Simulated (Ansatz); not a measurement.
Question: Name a neutral molecule of B, Ge, I, S and H with LUMO energy (B3LYP/def2-TZVPP) between -2.20 and -1.90 eV and HOMO–LUMO gap (PBE/def2-TZVPP) between 3.10 and 3.40 eV (Ansatz, PBE0-D4/def2-TZVP geometry).

Answer: `I[B]1[S][GeH2]1` (-1.99 eV, 3.35 eV). Other molecules can fit too; these were computed, each in one conformer that needn't be the lowest.

B3LYP here is the variant with VWN-RPA as its local correlation; programs differ in this.
